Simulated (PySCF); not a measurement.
SMILES N#C[SiH2][SiH2]C(=O)O (GFN2-xTB optimised geometry):

```
12

N     -0.768    -4.303    -2.024
C     -0.129    -3.523    -1.479
Si     0.885    -2.224    -0.595
Si    -0.573    -0.528     0.018
C      0.510     1.053     0.000
O      1.719     1.053     0.000
O     -0.206     2.178     0.000
H      1.924    -1.879    -1.569
H      1.490    -2.967     0.518
H     -1.076    -0.624     1.395
H     -1.719    -0.243    -0.849
H      0.366     2.967     0.004
```

Level of theory: PySCF with PBE0/def2-TZVP.

Problem. What are the frontier orbital energies and the dipole moment?

Solution. HOMO-2 -9.73 eV, HOMO-1 -9.28 eV, HOMO -8.30 eV, LUMO -1.40 eV, LUMO+1 -1.18 eV; dipole moment 3.90 D.

On the same geometry PBE/def2-TZVP (PySCF) gives HOMO-2 -8.35 eV, HOMO-1 -8.03 eV, HOMO -6.77 eV, LUMO -2.35 eV, LUMO+1 -2.01 eV; dipole moment 3.94 D.

Meta-Löwdin charges at PBE0/def2-TZVP: N1 -0.18, C2 -0.14, Si3 0.38, Si4 0.34, C5 0.33, O6 -0.45, O7 -0.45, H8 -0.04, H9 -0.05, H10 -0.05, H11 -0.05, H12 0.36.
